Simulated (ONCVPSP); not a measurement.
# Reading a pseudo-wave (arsenic (As))

Columns: radius, all-electron u(r) and pseudo u(r) of the 3p shell (level -133.68 eV) of arsenic in the configuration [Ne] 3s2 3p6 3d10 4s2 4p3; PBE, scalar-relativistic, ONCV scheme, ONCVPSP 4.0.1.

| r (bohr) | all-electron | pseudo |
| --- | --- | --- |
| 0.057 | -0.5115 | 0.0445 |
| 0.115 | -0.7285 | 0.1731 |
| 0.172 | -0.4366 | 0.3630 |
| 0.230 | 0.0704 | 0.5929 |
| 0.288 | 0.5670 | 0.8283 |
| 0.345 | 0.9479 | 1.0368 |
| 0.402 | 1.1996 | 1.2009 |
| 0.460 | 1.3364 | 1.3095 |
| 0.518 | 1.3778 | 1.3552 |
| 0.575 | 1.3529 | 1.3445 |
| 0.632 | 1.2853 | 1.2890 |
| 0.690 | 1.1904 | 1.2003 |
| 0.747 | 1.0845 | 1.0950 |
| 0.805 | 0.9727 | 0.9807 |
| 0.862 | 0.8647 | 0.8695 |
| 0.920 | 0.7605 | 0.7627 |
| 0.977 | 0.6658 | 0.6665 |
| 1.035 | 0.5781 | 0.5781 |
| 1.092 | 0.5009 | 0.5008 |
| 1.150 | 0.4311 | 0.4310 |
| 1.208 | 0.3698 | 0.3697 |
| 1.265 | 0.3172 | 0.3171 |
| 1.322 | 0.2714 | 0.2713 |
| 1.380 | 0.2311 | 0.2310 |
| 1.438 | 0.1965 | 0.1964 |
| 1.495 | 0.1672 | 0.1672 |

Question: How many radial nodes do the two functions have?

Answer: The all-electron 3p function has n − l − 1 = 1; the pseudo-wave has 0, since the states of the same l below it are removed with the core.

Question: At about which radius was the pseudo-wave matched?

Answer: 1.15 bohr. The columns agree to 0.0005 from 1.03 bohr on; several derivatives are matched, so the curves merge somewhat inside the radius.

Question: Is the pseudo-wave norm-conserving?

Answer: Yes: the ONCV scheme keeps the norm inside the radius equal to the all-electron one, which fixes the energy derivative of the logarithmic derivative at the level.
